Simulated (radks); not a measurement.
Question: Coulomb parameter of the 4d shell of neutral rhodium in the model configuration [Kr] 4d8 5s1, as a second difference U = [E(n + 0.25) + E(n - 0.25) - 2 E(n)] / (0.25)^2 with all orbitals relaxed. "Bare": the charge of the atom changes with n. "Screened": the 5s shell takes up the change at fixed total charge, which measures U(4d,4d) + U(5s,5s) - 2 U(4d,5s). Method: Dirac Kohn-Sham, PBE, spin-unpolarised, spherical densities, finite nucleus; open shells are shared between the two j in proportion to 2j + 1; Fermi nuclear charge, rms radius 4.4945 fm; computed with a radial shooting solver on a logarithmic mesh with Libxc functionals. Estimate both.

Answer: U(bare) = 9.513 eV, U(screened by 5s) = 1.573 eV. The step up makes a negative ion, whose loosely bound charge lowers the bare value.
